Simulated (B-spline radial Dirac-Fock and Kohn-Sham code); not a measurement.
# Subshell photoionisation cross sections of Ba⁶⁺ against photon energy

System: Ba⁶⁺, configuration [Kr] 4d10 5s2 5p2.

Model: Dirac-Hartree-Slater photoionisation with all multipoles and Dirac-Fock thresholds. Program: a radial atomic solver. Values are in kb; a dash marks an energy below the computed threshold. Values for outer subshells far above threshold carry numerical ripple of a few per cent.

```
hν (eV)     2s      4s   4p3/2    4d5/2       5s
    150      –       –       –        –      122
    155      –       –       –        –      115
    200      –       –       –      398     79.9
    300      –       –     312      579     44.8
    387      –     116     257      518     31.0
   1000      –    31.0    75.5      120     6.90
   1020      –    30.0    73.1      115     6.67
 1253.6      –    21.3    51.7     72.3     4.69
   1290      –    20.3    49.1     67.6     4.46
   1930      –    10.2    23.5     24.6     2.19
 5414.7      –    1.49    2.50     1.12    0.317
   5950      –    1.23    1.98    0.819    0.262
   8940   10.5   0.535   0.698    0.199    0.114
  19000   2.27   0.105  0.0834   0.0116   0.0222
  30000  0.799  0.0363  0.0207  0.00187  0.00771
```

At 30000 eV the multipoles beyond E1 give 3.0 % of 2s, 3.7 % of 4s, 11.9 % of 4p3/2, 23.3 % of 4d5/2, 3.8 % of 5s.
